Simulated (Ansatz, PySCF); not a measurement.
Gas-phase reaction in SMILES: FB(F)B(F)F -> F atom + F[B]B(F)F (the B-F bond at the site shown breaks; other sites are not compared here)
Geometries: B3LYP-D3(BJ)/def2-TZVP minima from Ansatz (a quantum-chemistry and plane-wave program), one conformer each, not searched for the lowest. Frequencies are from Ansatz or PySCF.
Geometry of the first species:
```
B
F 1 1.3221
F 1 1.3221 2 116.89
B 1 1.7178 2 121.55 3 -180.00
F 4 1.3221 1 121.55 2 90.00
F 4 1.3221 5 116.89 1 -180.00
```
Charge 0, spin multiplicity 1.

Quantity: bond dissociation energy (0 K, with B3LYP-D3(BJ) harmonic zero-point energies), in eV. Correlated levels leave the core frozen unless marked. UHF or UKS for open shells. Spin-orbit coupling is left out. No relativistic terms. Basis-set limits of correlation are two-point, X^-3; Hartree-Fock from the larger set. [CCSD(T)-MP2]/basis is that difference in the basis named.

| level | program | bond dissociation energy (eV) |
|---|---|---|
| revPBE-D4/def2-TZVPD | Ansatz + dftd4 | 6.88 |
| BHLYP-D3(BJ)/def2-TZVPD | Ansatz + dftd3 | 6.79 |
| LC-wPBE-D3(BJ)/def2-TZVPD | Ansatz + dftd3 | 7.11 |
| MP2/6-31G | Ansatz | 6.33 |

Problem. What does RI-MP2/CBS(cc-pVTZ,cc-pVQZ)+[CCSD(T)-MP2]/cc-pVTZ (Ansatz) give?

Solution. 7.30 eV
